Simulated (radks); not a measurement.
Results of a calculation; reference values are marked as such.
Ionisation of Al, [Ne] 3s2 3p1, to Al+, [Ne] 3s2, under several functionals. Scalar-relativistic Kohn-Sham, spin-polarised, spherical densities, point nucleus; open shells are filled with parallel spins first; a radial shooting solver on a logarithmic mesh with Libxc functionals.

| functional | E(Al) (hartree) | Exc (hartree) | IE (eV) | -e(HOMO) (eV) | <r> HOMO (bohr) | IE error (eV) |
|---|---|---|---|---|---|---|
| OLYP | -242.82851 | -18.60105 | 5.787 | 2.812 | 3.403 | -0.199 |
| exchange-only LDA | -240.81040 | -16.49116 | 5.155 | 2.339 | 3.568 | -0.831 |
| LDA (Slater exchange, VWN5 correlation) | -241.77599 | -17.48899 | 5.992 | 3.019 | 3.393 | +0.006 |
| exchange-only B88 | -242.34313 | -18.07923 | 5.338 | 2.487 | 3.538 | -0.648 |
| BP86 | -242.84925 | -18.60367 | 6.037 | 3.076 | 3.381 | +0.052 |
| AM05 | -241.87957 | -17.59810 | 5.892 | 2.945 | 3.385 | -0.094 |
| exchange-only PBE | -242.24747 | -17.97699 | 5.344 | 2.498 | 3.577 | -0.641 |
| BLYP | -242.84065 | -18.59358 | 5.764 | 2.767 | 3.428 | -0.222 |

NIST Atomic Spectra Database: 5.986 eV (measured). Closest: LDA (Slater exchange, VWN5 correlation). The Delta-SCF values span 0.88 eV, the total energies 2.04 hartree. The highest occupied level is 3p. Open shells are spherical and high-spin; term and fine-structure splittings are not resolved.
